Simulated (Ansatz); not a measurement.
The same substitution along the group F, Cl, Br.

Computed with Ansatz on PBE0-D4/def2-TZVP structures; ΔE is electronic, products minus reactants. CCSD(T)/CBS is the MP2 limit (def2-TZVPP, def2-QZVPP) plus CCSD(T) − MP2 in def2-TZVPP, frozen cores. This one scheme is used for every species. DFT in def2-TZVPP. def2 core potentials past Kr. For Br, Se, Te outer-core shells are correlated without core-valence functions, which leaves a few kJ/mol of doubt a bond. Scalar relativity is left out up to krypton.

```json
{"reaction": "`FC=[Se]` + H₂Te → `[Se]=C[TeH]` + H–F", "ωB97M-V (kJ/mol)": "-31", "LDA (SPW92) (kJ/mol)": "-34", "CCSD(T)/def2-SVP (kJ/mol)": "-17", "B97M-V (kJ/mol)": "-35", "CCSD(T)/CBS(def2) (kJ/mol)": "-58"}
{"reaction": "`ClC=[Se]` + H₂Te → `[Se]=C[TeH]` + HCl", "ωB97M-V (kJ/mol)": "-30", "LDA (SPW92) (kJ/mol)": "-31", "CCSD(T)/def2-SVP (kJ/mol)": "-25", "B97M-V (kJ/mol)": "-36", "CCSD(T)/CBS(def2) (kJ/mol)": "-42"}
{"reaction": "`[Se]=CBr` + H₂Te → `[Se]=C[TeH]` + HBr", "ωB97M-V (kJ/mol)": "-29", "LDA (SPW92) (kJ/mol)": "-31", "CCSD(T)/def2-SVP (kJ/mol)": "-27", "B97M-V (kJ/mol)": "-33", "CCSD(T)/CBS(def2) (kJ/mol)": "-37"}
```

Largest T1 diagnostic: 0.016, for `FC=[Se]`.
